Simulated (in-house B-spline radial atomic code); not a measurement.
Values are calculated unless marked as measured or tabulated.
# Making a Troullier-Martins d channel for Mo, r_c = 1.19 bohr

Mo, [Kr] 4d5 5s1, non-relativistic PBE, spherical and spin-unpolarised, from an all-electron radial atomic-structure program (B-spline basis) (atomic units). The all-electron 4d level is ε = -0.146664 hartree, its outermost node lies just inside 0.54 bohr and its outer maximum at 1.37 bohr.

Inside r_c the pseudo-orbital is u(r) = r^3 exp(p(r)), with p = c0 + c2 r² + c4 r⁴ + … + c12 r¹². The seven coefficients follow from p and its first four derivatives at r_c, from zero curvature of the screened potential at the origin, c4 = −c2²/(2l + 5), and from the norm inside r_c. At r_c the all-electron orbital has P = 0.7267304, P' = 0.2540377, the screened potential V = -3.488511, V' = 6.99143, V'' = -17.51668, and the norm inside is Q = 0.2012971.

Q: What are p, p' and p'' at r_c?

A: p = ln(P/r_c^3) = ln(0.7267304/1.68516) = -0.84106. p' = P'/P − 3/r_c = 0.34956 − 2.52101 = -2.17145. The radial equation gives p'' = 2(V − ε) − 2(3) p'/r_c − p'² = -6.68369 − (-10.94847) − 4.71518 = -0.45040. Differentiating, p''' = 2V' + 2(3)p'/r_c² − 2(3)p''/r_c − 2p'p'' = 5.0974, and p'''' = 2V'' − 4(3)p'/r_c³ + 4(3)p''/r_c² − 2(3)p'''/r_c − 2p''² − 2p'p''' = -27.357.

For a trial c2 the five matching conditions are linear in c0, c6, c8, c10 and c12, and c2 is varied until the norm inside r_c equals Q. The root nearest zero gives:

```
 n        c_n
 0   1.005434
 2  -1.828374
 4  -0.371439
 6   2.034346
 8  -1.980532
10  0.8316679
12  -0.131585
```

Q: Check c4 and p(r_c), and find the screened pseudopotential at the origin.

A: −c2²/9 = -0.371439, as listed. The terms c_n r_c^n are 1.00543, -2.58916, -0.74486, 5.77706, -7.96448, 4.73609, -1.06113, which sum to -0.84106. Inverting the radial equation, V_l(r) = ε + 3 p'/r + (p'' + p'²)/2, so V_l(0) = ε + (2l + 3) c2 = -0.146664 + 7 × (-1.82837) = -12.9453 hartree, finite where the all-electron potential diverges.

Orbitals and screened potentials:

```json
{"r (bohr)": "0.119", "P": "-0.1679", "u": "0.004488", "V all-electron": "-224.2", "V pseudo": "-12.93"}
{"r (bohr)": "0.298", "P": "-0.3371", "u": "0.06139", "V all-electron": "-54.69", "V pseudo": "-12.47"}
{"r (bohr)": "0.476", "P": "-0.09307", "u": "0.1948", "V all-electron": "-23.44", "V pseudo": "-10.64"}
{"r (bohr)": "0.654", "P": "0.2324", "u": "0.3626", "V all-electron": "-12.58", "V pseudo": "-7.706"}
{"r (bohr)": "0.833", "P": "0.4891", "u": "0.5217", "V all-electron": "-7.646", "V pseudo": "-5.319"}
{"r (bohr)": "1.011", "P": "0.6485", "u": "0.6504", "V all-electron": "-5.077", "V pseudo": "-4.411"}
{"r (bohr)": "1.19", "P": "0.7267", "u": "0.7267", "V all-electron": "-3.489", "V pseudo": "-3.489"}
```

Logarithmic derivatives P'/P at R = 1.49 bohr, for energies E around ε:

| E − ε (hartree) | all-electron | pseudo |
| --- | --- | --- |
| -0.5 | 0.432902 | 0.431535 |
| -0.25 | 0.16245 | 0.162045 |
| -0.1 | -0.0183045 | -0.0183613 |
| 0 | -0.148004 | -0.147982 |
| 0.1 | -0.286107 | -0.286176 |
| 0.25 | -0.511413 | -0.512064 |
| 0.5 | -0.947195 | -0.95073 |

Q: With P(R) = 0.7406182 and a norm of 0.3667826 inside R, what slope in energy does norm conservation fix?

A: d(P'/P)/dE = −2 × (norm inside R)/P(R)² = -1.3374 per hartree·bohr at E = ε, for both atoms, since orbital and norm agree at R. Differences over ±0.1 hartree give -1.3390 (all-electron) and -1.3391 (pseudo), which also hold third-order terms. Half a hartree below ε the two curves differ by -0.0014.
